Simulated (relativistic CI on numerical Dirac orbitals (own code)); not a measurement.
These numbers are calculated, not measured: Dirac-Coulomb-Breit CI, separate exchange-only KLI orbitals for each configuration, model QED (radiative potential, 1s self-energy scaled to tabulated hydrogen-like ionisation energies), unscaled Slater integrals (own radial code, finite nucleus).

CI space (outside the closed core [Ne]): 3s2.3p6.3d8, 3s2.3p5.3d9, 3s2.3p4.3d10, 3s.3p6.3d9, 3p6.3d10, 3s2.3p6.3d7.4s, 3s2.3p6.3d7.4p, 3s.3p5.3d10, 3s2.3p6.3d7.4d, 3s2.3p6.3d6.4s2, 3s2.3p6.3d7.4f, 3s2.3p6.3d6.4s.4p, 3s2.3p5.3d8.4s, 3s2.3p4.3d9.4s, 3s2.3p6.3d7.5s, 3s2.3p6.3d6.4p2, 3s2.3p6.3d7.5p, 3s2.3p5.3d8.4p, 3s2.3p6.3d6.4s.4d, 3s2.3p4.3d9.4p, 3s2.3p6.3d7.5d, 3s2.3p6.3d6.4p.4d, 3s2.3p6.3d7.5f, 3s2.3p4.3d9.4d, 3s2.3p6.3d7.5g, 3s2.3p5.3d8.4d, 3s.3p5.3d9.4s, 3s2.3p5.3d7.4s2, 3s.3p6.3d8.4s, 3s2.3p6.3d7.6s, 3s2.3p6.3d6.4d2, 3s2.3p6.3d7.6p, 3s.3p5.3d9.4p, 3s2.3p5.3d7.4s.4p, 3s2.3p6.3d7.6d, 3s.3p6.3d8.4p. Levels of other configurations are missing.

At this charge energies of transitions that change n are usually good to better than 1 %, and those within a shell (Δn = 0) to a few per cent. Terms inside the open d or f shell come out 10 to 20 % too wide with unscaled integrals.

Outline of the computed level scheme of Mo XVII. Lowest level of each configuration: 3s2.3p6.3d8 3F_4 at 0.000 eV; 3s2.3p5.3d9 3F°_4 at 157.952 eV; 3s2.3p6.3d7.4s 5F_5 at 249.289 eV.

Some strong electric-dipole decays among the lowest 45 levels: 3s2.3p5.3d9 1F°_3 → 3s2.3p6.3d8 1G_4 (8.4e+11 s⁻¹); 3s2.3p5.3d9 3D°_1 → 3s2.3p6.3d8 3F_2 (4.2e+11 s⁻¹); 3s2.3p5.3d9 3P°_0 → 3s2.3p6.3d8 3P_1 (3.4e+11 s⁻¹); 3s2.3p5.3d9 3D°_3 → 3s2.3p6.3d8 3F_4 (3.2e+11 s⁻¹); 3s2.3p5.3d9 3D°_2 → 3s2.3p6.3d8 3F_3 (2.7e+11 s⁻¹); 3s2.3p5.3d9 3P°_2 → 3s2.3p6.3d8 3F_3 (2.3e+11 s⁻¹); 3s2.3p5.3d9 3F°_3 → 3s2.3p6.3d8 3F_4 (1.8e+11 s⁻¹); 3s2.3p5.3d9 3P°_1 → 3s2.3p6.3d8 3P_2 (1.8e+11 s⁻¹).

LS names give the leading component of a level, which can be under half, so a name can repeat, a term be missing and a line seem to break the LS rules.
